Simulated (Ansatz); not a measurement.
A run for Ansatz (an electronic-structure program): R-PBE0/def2-TZVPP on Cl2F2Hf (SMILES [F][Hf]([F])([Cl])[Cl]). Elements past Kr take the def2 small-core potentials; no spin–orbit coupling.

Ansatz 0.2 input:
```yaml
crystal:
  periodic: [false, false, false]
  atoms:
    - {symbol: Hf, position_ang: [-0.06327992, 0.02476497, 0.05915908]}
    - {symbol: F, position_ang: [-1.74983805, 0.79186060, -0.36957204]}
    - {symbol: F, position_ang: [0.06436172, -0.12330841, 1.95084200]}
    - {symbol: Cl, position_ang: [0.09375695, -2.11272711, -0.90652459]}
    - {symbol: Cl, position_ang: [1.65499930, 1.41930994, -0.73400445]}
basis:
  gaussian:
    orbitals: def2-TZVPP
hamiltonian:
  xc: {name: PBE0}
scf: {lower_state_search: off}
```

### Question
Give the final energy of this run.

### Answer
-1168.0665 hartree.
